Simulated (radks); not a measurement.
Q: Ionisation of neutral helium, [He], to 1s1 as the strength of local exchange is varied. Method: non-relativistic Kohn-Sham, Slater X-alpha exchange (alpha = 2/3 is LDA exchange), no correlation, spin-polarised, spherical densities, point nucleus; computed with a radial shooting solver on a logarithmic mesh with Libxc functionals.

| alpha | E(He) (hartree) | exchange (hartree) | IE (eV) | -e of the level emptied (eV) | <r> of it (bohr) |
|---|---|---|---|---|---|
| 0.599 | -2.63791 | -0.75154 | 21.166 | 12.976 (1s) | 0.9939 |
| 0.667 | -2.72407 | -0.85329 | 22.074 | 14.073 (1s) | 0.9719 |
| 0.828 | -2.93472 | -1.10746 | 24.317 | 16.827 (1s) | 0.9240 |
| 0.981 | -3.14359 | -1.36625 | 26.567 | 19.645 (1s) | 0.8831 |
| 0.986 | -3.15055 | -1.37499 | 26.643 | 19.741 (1s) | 0.8818 |
| ? | -3.23487 | -1.48128 | 27.558 | 20.902 (1s) | 0.8669 |

Which alpha was used in the last row?

A: alpha = 1.046. NIST Atomic Spectra Database: 24.587 eV (measured). The Delta-SCF value meets it near alpha = 0.85.
